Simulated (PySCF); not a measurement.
**How methods differ on the ionisation energy of S²⁺**

S²⁺ [Ne] 3s2 3p2 (3P) → S³⁺ [Ne] 3s2 3p1 (2P), as a difference of total energies. All numbers are calculated (PySCF 2.14, scalar relativity by spin-free X2C-1e, in cc-pVDZ-DK). Correlated levels: valence: [Ne] frozen. The calculations carry no spin-orbit coupling.

```tsv
method	ionisation energy (eV)
UHF	34.124
M06-2X	34.625
r2SCAN	34.991
MP2 (valence)	34.432
SCS-MP2 (valence)	34.355
CCSD (valence)	34.456
CCSD(T) (valence)	34.464
```

Question: How much does correlation contribute at CCSD(T) (valence)?

Answer: 34.464 − (34.124) = 0.340 eV, measured against UHF.

The reference lies between the lowest fine-structure levels, while these numbers refer to the centres of the terms.

Errors of the correlated levels include the incompleteness of this basis and the frozen core.

For comparison: 34.86 ± 0.04 eV (semi-empirical (NIST evaluation); NIST Atomic Spectra Database, ionization energies).
